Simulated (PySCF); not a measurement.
Telling isomers of C6H9BO2 apart by NMR

Gas phase, averaged over atoms made equivalent by symmetry, fast rotation or ring inversion, no relativistic terms, a single conformation. PBE0/pcSseg-1 with gauge-including orbitals; geometry from PBE0-D3(BJ)/def2-SVP; PySCF 2.14.

Shifts are taken against calculated references (same method and geometry level): 1H (σref 31.27), 13C (σref 184.41) vs TMS. Where no couplings were computed, multiplicities follow the n + 1 count of equivalent neighbours, and m marks all less simple cases (inequivalent or close neighbours, rings, F or P nearby). Couplings to H on boron are left out. Carbons bonded to boron are broad in practice. Shifts are as computed. Against solution values, carbons near 30 ppm lie about +2 ppm off and those near 130 ppm about +5 ppm (rms about the fit 1.9 ppm; single classes can miss by 10 ppm). Of 1328 compounds with measured shifts, 309 miss one by over three times the rms of a fit or turn the order of signals round; such compounds aren't used in these exercises. Signals without a measured value on file couldn't be tested in this way; 1H shifts scatter by 0.2 ppm about their fit, and single ones miss by 0.5 ppm.

(1) Tabulate the signals of `C=CCC1=[O+][BH2-]OC=C1`, `[BH2-]1OC=C(C2CC2)C=[O+]1` and their relative energies.

(2) What is the quickest way to tell C=CCC1=[O+][BH2-]OC=C1 from [BH2-]1OC=C(C2CC2)C=[O+]1?

Answers

(1) 
```json
{"SMILES": "C=CCC1=[O+][BH2-]OC=C1", "carbon types": "1×C 3×CH 2×CH2", "δC": "199.6, 185.8, 139.8, 131.0, 104.5, 45.5", "δH": "7.65 (d, 1H), 5.99 (m, 1H), 5.71 (d, 1H), 5.68 (m, 1H), 5.59 (m, 1H), 3.77 (br, 2H), 3.06 (d, 2H)", "E rel. (kcal/mol)": "0.0"}
{"SMILES": "[BH2-]1OC=C(C2CC2)C=[O+]1", "carbon types": "1×C 3×CH 2×CH2", "δC": "185.1, 181.5, 113.4, 9.1, 8.8", "δH": "7.43 (s, 1H), 6.89 (s, 1H), 4.27 (br, 2H), 0.79 (m, 2H), 0.70 (m, 1H), 0.18 (m, 2H)", "E rel. (kcal/mol)": "10.1"}
```

Energies are electronic energies at PBE0/pcSseg-1 on these geometries, without zero-point or thermal terms, each for the one conformer computed, which needn't be the lowest.

(2) Count the carbon signals: 6 against 5. The first has a ketone carbonyl carbon (C) at 199.6 ppm, the second a β carbon of an enol-ether or enamine type C=C (C) at 113.4 ppm. Their most deshielded carbons lie at 199.6 and 185.1 ppm.
